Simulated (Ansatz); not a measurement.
Reaction (ligand exchange at the Sn–N bond): `[OH][SnH2][NH][SiH3]` + HBr → `[OH][SnH2][Br]` + `N[SiH3]`

Isolated molecules relaxed with PBE0-D4/def2-TZVP in Ansatz; ΔE leaves out vibrations. CCSD(T)/CBS adds triple-zeta CCSD(T) − MP2 to the extrapolated MP2 energy (def2 sets, frozen cores). This one scheme is used for every species. DFT in def2-TZVPP. B3LYP here is the variant with VWN-RPA as its local correlation; programs differ in this. def2 core potentials past Kr. For Br, Sn outer-core shells are correlated without core-valence functions, which leaves a few kJ/mol of doubt a bond. Scalar relativity is left out up to krypton. One conformer a species, not always the lowest.

```csv
level,ΔE (kcal/mol),difference from CCSD(T)/CBS
PBE-D4,-23.1,-1.2
ωB97X-V,-22.7,-0.8
B2PLYP,-23.0,-1.1
PBE,-24.0,-2.1
B3LYP,-24.6,-2.7
HF/def2-TZVPP,-26.5,-4.6
MP2/def2-TZVPP,-20.7,1.2
SCS-MP2/def2-TZVPP,-20.7,1.2
CCSD/def2-TZVPP,-20.8,1.1
CCSD(T)/def2-TZVPP,-20.1,1.8
CCSD(T)/CBS,-21.9,0
```

Largest T1 diagnostic among the species: 0.013.

In def2-TZVPP, CCSD(T) changes the Hartree–Fock value by +6.4 kcal/mol (the triples alone add +0.7 kcal/mol) and MP2 by +5.8 kcal/mol. The D4 term adds +1.4 kcal/mol with B3LYP and +0.8 kcal/mol with PBE0; it sums over pairs of atoms, weighted by their polarisabilities, and B3LYP, whose exchange is more repulsive, gets the larger term.
